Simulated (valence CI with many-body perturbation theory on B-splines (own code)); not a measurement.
## Ba²³⁺: electric-dipole lines

Computed by valence CI with perturbative core correlation (CI+MBPT): five valence electrons over a frozen Dirac-Fock core [Ar] 3d10, a basis of 9 s, 9 p, 8 d, 6 f, 3 g, 1 h functions for each j, with the one-electron correlation potential Σ1, the two-electron term Σ2, the three-electron term Σ3, Breit, model QED; selected CI, second order for the rest (own B-spline code, finite nucleus).

No measured spectrum was set against this ion. As an estimate, levels hold to about 250 cm⁻¹ or 0.2 % of their energy and the worst to 1 %, as in measured heavy ions of charge 2 to 7; those with d or f electrons hold less well. Among the levels kept, up to 270 cm⁻¹ of a level comes from second order outside the variational space, and about a tenth of that is noise between levels of different J, which matters for small intervals.

Lines 51 to 100 of 183 in falling wavelength, among levels below 166.99 eV, chosen from the strongest by gf and those to the six lowest levels. Wavelengths and rates use the calculated energies, so an error of 2000 cm⁻¹ moves a line at 188.6 Å by 0.38 % and its rate by three times that or more. Electric multipoles are in the length gauge, E1 and E2 with the static RPA response of the core. Weak lines are less certain than strong ones. Lines between different terms over intervals too small for the method are left out, as are lines whose strength nearly cancels. The highest levels of a list are the least certain.

Levels are named by their leading jj configuration (3d3/2^4 stands for four electrons in 3d with j = 3/2), which in mixed levels can hold well under half, so a name can repeat and another be missing. Letters in brackets count levels of one name in rising energy.

```tsv
λ vac (Å)	Upper	Lower	A (s⁻¹)	log gf	Branch %
188.6	(4s 4p1/2^2 4p3/2 4d3/2) J=5/2	(4s^2 4p1/2^2 4d3/2) J=3/2	1.64e+08	-2.28	2.0
187.9	(4s 4p1/2 4p3/2^3) J=3/2 [a]	(4s^2 4p1/2 4p3/2^2) J=1/2	1.03e+08	-2.66	0.7
187.7	(4p1/2^2 4p3/2^3) J=3/2	(4s 4p1/2 4p3/2^3) J=3/2 [a]	4.44e+09	-1.03	8.3
186.6	(4s^2 4p1/2 4p3/2 4d3/2) J=5/2 [a]	(4s^2 4p3/2^3) J=3/2	6.55e+07	-2.69	1.6
184.3	(4s 4p1/2^2 4p3/2 4d3/2) J=3/2 [b]	(4s^2 4p1/2^2 4d5/2) J=5/2	8.50e+08	-1.76	3.4
182.3	(4s^2 4p1/2 4p3/2 4d3/2) J=1/2 [a]	(4s^2 4p3/2^3) J=3/2	6.51e+07	-3.19	0.2
179.2	(4s 4p1/2^2 4p3/2 4d3/2) J=5/2	(4s 4p1/2 4p3/2^3) J=3/2 [a]	1.77e+08	-2.29	2.1
178.5	(4s^2 4p1/2^2 4d3/2) J=3/2	(4s^2 4p1/2 4p3/2^2) J=1/2	7.07e+08	-1.87	1.6
178.1	(4s 4p1/2^2 4p3/2 4d3/2) J=3/2 [a]	(4s 4p1/2 4p3/2^3) J=3/2 [a]	1.66e+09	-1.50	9.1
177.7	(4s^2 4p1/2 4p3/2 4d3/2) J=3/2 [a]	(4s^2 4p3/2^3) J=3/2	2.13e+09	-1.39	2.0
176.2	(4s 4p1/2 4p3/2^3) J=3/2 [a]	(4s^2 4p1/2 4p3/2^2) J=5/2	5.66e+08	-1.98	4.1
174.4	(4s 4p1/2^2 4p3/2^2) J=5/2	(4s^2 4p1/2^2 4p3/2) J=3/2	6.06e+09	-0.78	53.0
171.7	(4s 4p1/2^2 4p3/2 4d3/2) J=3/2 [b]	(4s^2 4p1/2^2 4d3/2) J=3/2	1.16e+10	-0.69	46.7
168.1	(4s 4p1/2 4p3/2^3) J=3/2 [a]	(4s^2 4p1/2 4p3/2^2) J=3/2	1.20e+10	-0.69	86.7
167.9	(4s^2 4p1/2^2 4d3/2) J=3/2	(4s^2 4p1/2 4p3/2^2) J=5/2	7.43e+08	-1.90	1.7
165.1	(4s^2 4p1/2 4p3/2 4d5/2) J=5/2 [a]	(4s^2 4p3/2^3) J=3/2	9.33e+08	-1.64	0.8
164.3	(4s 4p1/2 4p3/2^3) J=5/2	(4s^2 4p1/2 4p3/2^2) J=5/2	1.65e+10	-0.40	74.2
163.8	(4s 4p1/2^2 4p3/2 4d3/2) J=3/2 [b]	(4s 4p1/2 4p3/2^3) J=3/2 [a]	2.97e+09	-1.32	12.0
162.5	(4s^2 4p1/2 4p3/2 4d5/2) J=3/2 [a]	(4s^2 4p3/2^3) J=3/2	1.03e+09	-1.79	0.4
162.4	(4s 4p1/2 4p3/2^3) J=1/2	(4s^2 4p1/2 4p3/2^2) J=1/2	1.81e+10	-0.84	24.3
162.3	(4p1/2^2 4p3/2^3) J=3/2	(4s 4p1/2^2 4p3/2^2) J=1/2	1.11e+09	-1.76	2.1
160.6	(4s^2 4p1/2^2 4d3/2) J=3/2	(4s^2 4p1/2 4p3/2^2) J=3/2	1.37e+10	-0.67	30.8
160.5	(4p1/2^2 4p3/2^3) J=3/2	(4s 4p1/2^2 4p3/2^2) J=3/2	1.42e+10	-0.66	26.5
159.8	(4s 4p1/2 4p3/2^3) J=3/2 [b]	(4s^2 4p1/2 4p3/2^2) J=1/2	4.45e+09	-1.17	7.8
157.4	(4s^2 4p1/2^2 4d5/2) J=5/2	(4s^2 4p1/2 4p3/2^2) J=5/2	1.63e+09	-1.44	3.5
157.2	(4s 4p1/2 4p3/2^3) J=5/2	(4s^2 4p1/2 4p3/2^2) J=3/2	5.41e+08	-1.92	2.4
156.3	(4s 4p3/2^4) J=1/2	(4s^2 4p3/2^3) J=3/2	4.25e+10	-0.51	53.1
156.1	(4s 4p1/2^2 4p3/2^2) J=3/2	(4s^2 4p1/2^2 4p3/2) J=3/2	3.15e+10	-0.34	84.3
155.7	(4s^2 4p1/2 4p3/2 4d3/2) J=5/2 [b]	(4s^2 4p3/2^3) J=3/2	3.22e+08	-2.15	0.1
155.0	(4s 4p1/2^2 4p3/2 4d3/2) J=3/2 [a]	(4s 4p1/2^2 4p3/2^2) J=1/2	1.57e+09	-1.65	8.5
154.4	(4s 4p1/2^2 4p3/2^2) J=1/2	(4s^2 4p1/2^2 4p3/2) J=3/2	2.79e+10	-0.70	83.0
154.4	(4s 4p1/2^2 4p3/2 4d3/2) J=1/2	(4s 4p1/2^2 4p3/2^2) J=3/2	2.13e+09	-1.82	37.3
153.9	(4s^2 4p1/2 4p3/2 4d3/2) J=3/2 [b]	(4s^2 4p3/2^3) J=3/2	1.77e+09	-1.60	0.5
153.8	(4s^2 4p1/2 4p3/2 4d3/2) J=1/2 [b]	(4s^2 4p3/2^3) J=3/2	3.53e+09	-1.60	0.9
151.2	(4s 4p1/2 4p3/2^3) J=3/2 [b]	(4s^2 4p1/2 4p3/2^2) J=5/2	4.30e+10	-0.23	75.6
150.9	(4s^2 4p1/2^2 4d5/2) J=5/2	(4s^2 4p1/2 4p3/2^2) J=3/2	2.14e+08	-2.36	0.5
147.4	(4s 4p1/2 4p3/2^3) J=1/2	(4s^2 4p1/2 4p3/2^2) J=3/2	3.92e+10	-0.59	52.8
146.7	(4s^2 4p1/2 4p3/2 4d5/2) J=3/2 [b]	(4s^2 4p3/2^3) J=3/2	6.74e+08	-2.06	0.6
145.5	(4s^2 4p1/2 4p3/2 4d3/2) J=1/2 [a]	(4s^2 4p1/2 4p3/2^2) J=1/2	6.58e+09	-1.38	22.6
145.2	(4s 4p1/2 4p3/2^3) J=3/2 [b]	(4s^2 4p1/2 4p3/2^2) J=3/2	4.30e+08	-2.26	0.8
144.9	(4p1/2^2 4p3/2^3) J=3/2	(4s 4p1/2^2 4p3/2^2) J=5/2	5.92e+09	-1.13	11.0
144.5	(4s^2 4p1/2 4p3/2 4d5/2) J=5/2 [b]	(4s^2 4p3/2^3) J=3/2	8.85e+08	-1.78	0.2
142.7	(4s 4p1/2^2 4p3/2 4d3/2) J=3/2 [b]	(4s 4p1/2^2 4p3/2^2) J=3/2	1.15e+09	-1.85	4.6
142.6	(4s^2 4p1/2 4p3/2 4d3/2) J=3/2 [a]	(4s^2 4p1/2 4p3/2^2) J=1/2	6.01e+09	-1.14	5.8
140.8	(4s^2 4p1/2 4p3/2 4d3/2) J=5/2 [a]	(4s^2 4p1/2 4p3/2^2) J=5/2	2.05e+09	-1.44	49.6
140.6	(4s^2 4p1/2 4p3/2 4d5/2) J=1/2	(4s^2 4p3/2^3) J=3/2	1.65e+10	-1.01	5.1
139.7	(4s 4p1/2^2 4p3/2 4d3/2) J=5/2	(4s 4p1/2^2 4p3/2^2) J=5/2	4.30e+09	-1.12	52.0
139.0	(4s 4p1/2^2 4p3/2 4d3/2) J=3/2 [a]	(4s 4p1/2^2 4p3/2^2) J=5/2	1.07e+10	-0.90	58.5
138.6	(4s 4p1/2^2 4p3/2 4d3/2) J=7/2	(4s 4p1/2^2 4p3/2^2) J=5/2	1.20e+09	-1.56	27.7
137.0	(4s^2 4p1/2 4p3/2 4d3/2) J=7/2	(4s^2 4p1/2 4p3/2^2) J=5/2	6.99e+08	-1.80	100.0
```

(1) How does gf follow from A for the line at 174.4 Å?

Answers

(1) gf = 1.4992 × (2J+1)_upper × A / σ², with σ = 573330 cm⁻¹ and 2J+1 = 6: gf = 0.166.
